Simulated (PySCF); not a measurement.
## Calculated data, C₂H₁₀GeSi, C₂H₈Ge₂, CH₆GeN₂

Computed with PySCF 2.14.0. Calculation on a computer-drawn molecule: the log of a Hartree-Fock and frozen-core CCSD(T) single point meant for a local Hartree-Fock minimum, with one planted fault or none, to be diagnosed. Offsets are logged minus clean, where the clean run is the same molecule without the fault. The reference is restricted for singlets and unrestricted otherwise, and also for a bond in bohr or an excited solution. Adding or removing an electron swaps singlet and doublet. The excited solution moves the top pair (singlet) or top alpha electron (doublet) to the lowest empty orbital. Highest occupied and lowest empty are orbital energies over both spins, largest force is the largest gradient component, triples share is (T) over the correlation energy, the T1 limit is 0.02 restricted and 0.045 unrestricted, electrons count all cores, a negative frequency is imaginary (commonest isotopes), and the dipole is about the centre of nuclear charge; on germanium a core potential holds 10 electrons, which the energies leave out, and 3d is frozen in MP2 and coupled-cluster steps.

Common to all runs: meant charge 0; meant multiplicity 1; meant basis and core potential on germanium cc-pVDZ-PP ECP10MDF; logged SCF converged yes; logged CC converged yes; logged SCF stable within its kind yes; possible faults no fault, one electron removed, one electron added, multiplicity raised by two, geometry at a saddle point, SCF held on an excited solution, minimal basis STO-3G, one bond length entered in bohr, all coordinates scaled.

(1) C₂H₁₀GeSi

Logged structure:
```xyz
14
C2H10GeSi
C     -1.4759    -0.1955    -0.5729
C     -0.9093     1.0196     0.1663
Ge     1.0568     1.0131     0.3783
Si     1.8497    -0.8378     1.7026
H     -2.5615    -0.1212    -0.6766
H     -1.0553    -0.2849    -1.5777
H     -1.2623    -1.1273    -0.0428
H     -1.1719     1.9403    -0.3622
H     -1.3505     1.0989     1.1640
H      1.7192     0.9584    -1.0102
H      1.4942     2.3272     1.0481
H      1.5479    -2.1300     1.0398
H      1.1955    -0.8325     3.0345
H      3.3167    -0.7391     1.8958
```

| Item | Value |
| --- | --- |
| meant basis | cc-pV(D+d)Z |
| logged electrons | 68 |
| logged basis functions | 124 |
| logged spin squared | 2.0143 |
| logged highest occupied | -3.3195 eV |
| logged lowest empty | -2.0189 eV |
| logged largest force | 0.040059 hartree/bohr |
| logged T1 diagnostic | 0.019454 |
| logged D1 diagnostic | 0.090973 |
| logged triples share | 0.029397 |
| logged dipole magnitude | 1.1534 debye |
| logged energy HF | -663.62861 hartree |
| logged energy CCSD(T) | -664.21359 hartree |
| planted fault | multiplicity raised by two |
| HF energy offset from clean run | 151.4 kcal/mol |
| CCSD(T) energy offset from clean run | 153.6 kcal/mol |

Drawn bonds:
```csv
atom,other atom,order
1,2,1
2,3,1
3,4,1
1,5,1
1,6,1
1,7,1
2,8,1
2,9,1
3,10,1
3,11,1
4,12,1
4,13,1
4,14,1
```

(2) C₂H₁₀GeSi

Structure as in entry 1.

| Item | Value |
| --- | --- |
| meant basis | cc-pV(D+d)Z |
| logged electrons | 67 |
| logged basis functions | 124 |
| logged spin squared | 0.7715 |
| logged highest occupied | -15.973 eV |
| logged lowest empty | -8.055 eV |
| logged largest force | 0.069839 hartree/bohr |
| logged T1 diagnostic | 0.015952 |
| logged D1 diagnostic | 0.081572 |
| logged triples share | 0.028243 |
| logged dipole magnitude | 1.5755 debye |
| logged energy HF | -663.53274 hartree |
| logged energy CCSD(T) | -664.10134 hartree |
| planted fault | one electron removed |
| HF energy offset from clean run | 211.6 kcal/mol |
| CCSD(T) energy offset from clean run | 224.1 kcal/mol |

Drawn bonds:
```csv
atom,other atom,order
1,2,1
2,3,1
3,4,1
1,5,1
1,6,1
1,7,1
2,8,1
2,9,1
3,10,1
3,11,1
4,12,1
4,13,1
4,14,1
```

(3) C₂H₈Ge₂

Logged structure:
```xyz
12
C2H8Ge2
C     -0.1808     1.9503     0.5866
C      1.1435     1.3346     1.0016
Ge     1.8027     1.5073     2.6378
Ge     2.1205     0.3257    -0.3467
H     -0.8821     1.1820     0.2452
H     -0.6649     2.4973     1.3990
H      0.0736     3.2718    -0.9849
H      3.1254     0.8950     3.0597
H      1.0855     2.2833     3.7341
H      3.4266    -0.2209     0.2409
H      1.2709    -0.8483    -0.8609
H      2.4480     1.2189    -1.5547
```

| Property | Result |
| --- | --- |
| meant basis | cc-pVDZ |
| logged electrons | 84 |
| logged basis functions | 114 |
| logged spin squared | 1.1133 |
| logged highest occupied | -7.8294 eV |
| logged lowest empty | 1.8997 eV |
| logged largest force | 0.048819 hartree/bohr |
| logged T1 diagnostic | 0.05839 |
| logged D1 diagnostic | 0.24856 |
| logged triples share | 0.040266 |
| logged dipole magnitude | 1.1701 debye |
| logged energy HF | -666.96244 hartree |
| logged energy CCSD(T) | -667.50994 hartree |
| planted fault | ? |

Drawn bonds:
```csv
atom,other atom,order
1,2,1
2,3,2
2,4,1
1,5,1
1,6,1
1,7,1
3,8,1
3,9,1
4,10,1
4,11,1
4,12,1
```

Notes: T1 above single-reference limit.

(4) CH₆GeN₂

Logged structure:
```xyz
10
CH6GeN2
C     -3.3759     0.4563    -0.4400
N     -2.3651    -0.5755    -0.3157
Ge    -1.8375    -1.3885     1.1898
N     -2.3397    -1.1966     2.7829
H     -3.7976     0.6784     0.5404
H     -4.1979     0.1418    -1.0889
H     -2.9600     1.3857    -0.8385
H     -1.9287    -0.8404    -1.1773
H     -0.7589    -2.3883     0.8174
H     -3.0626    -0.5025     2.9090
```

| Quantity | Value |
| --- | --- |
| meant basis | cc-pVDZ |
| logged electrons | 58 |
| logged basis functions | 95 |
| logged spin squared | 0 |
| logged highest occupied | -9.1051 eV |
| logged lowest empty | 2.9832 eV |
| logged largest force | 3.804e-05 hartree/bohr |
| logged lowest frequency | 93.144 cm⁻¹ |
| logged T1 diagnostic | 0.017774 |
| logged D1 diagnostic | 0.069008 |
| logged triples share | 0.032853 |
| logged dipole magnitude | 4.3681 debye |
| logged energy HF | -443.58309 hartree |
| logged energy CCSD(T) | -444.22511 hartree |
| planted fault | ? |

Drawn bonds:
```csv
atom,other atom,order
1,2,1
2,3,1
3,4,2
1,5,1
1,6,1
1,7,1
2,8,1
3,9,1
4,10,1
```

(5) CH₆GeN₂

Logged structure:
```xyz
10
CH6GeN2
C     -3.6258     0.4901    -0.4726
N     -2.5401    -0.6181    -0.3391
Ge    -1.9735    -1.4912     1.2778
N     -2.5128    -1.2852     2.9889
H     -4.0787     0.7286     0.5804
H     -4.5086     0.1522    -1.1695
H     -3.1790     1.4883    -0.9005
H     -2.0714    -0.9025    -1.2644
H     -0.8150    -2.5651     0.8779
H     -3.2892    -0.5397     3.1243
```

| Property | Result |
| --- | --- |
| meant basis | cc-pVDZ |
| logged electrons | 58 |
| logged basis functions | 95 |
| logged spin squared | 0 |
| logged highest occupied | -8.9917 eV |
| logged lowest empty | 2.3102 eV |
| logged largest force | 0.052843 hartree/bohr |
| logged T1 diagnostic | 0.023108 |
| logged D1 diagnostic | 0.096191 |
| logged triples share | 0.038378 |
| logged dipole magnitude | 4.1395 debye |
| logged energy HF | -443.53385 hartree |
| logged energy CCSD(T) | -444.20134 hartree |
| planted fault | ? |

Drawn bonds:
```csv
atom,other atom,order
1,2,1
2,3,1
3,4,2
1,5,1
1,6,1
1,7,1
2,8,1
3,9,1
4,10,1
```

Notes: T1 above single-reference limit.

**Q.** Which fault was planted in the run of C₂H₈Ge₂ (entry 3)?
**A.** one bond length entered in bohr, row 6 of the drawn bonds

**Q.** Which fault was planted in the run of CH₆GeN₂ (entry 4)?
**A.** no fault

**Q.** CH₆GeN₂ (entry 5): planted fault?
**A.** all coordinates scaled, by +7.4 %

Further results for C₂H₈Ge₂ (entry 3):

| Quantity | Value |
| --- | --- |
| HF energy offset from clean run | 68.23 kcal/mol |
| CCSD(T) energy offset from clean run | 79.02 kcal/mol |

Further results for CH₆GeN₂ (entry 4):

| Property | Result |
| --- | --- |
| HF energy offset from clean run | 0 kcal/mol |
| CCSD(T) energy offset from clean run | 0 kcal/mol |

Further results for CH₆GeN₂ (entry 5):

| Item | Value |
| --- | --- |
| HF energy offset from clean run | 30.9 kcal/mol |
| CCSD(T) energy offset from clean run | 14.92 kcal/mol |
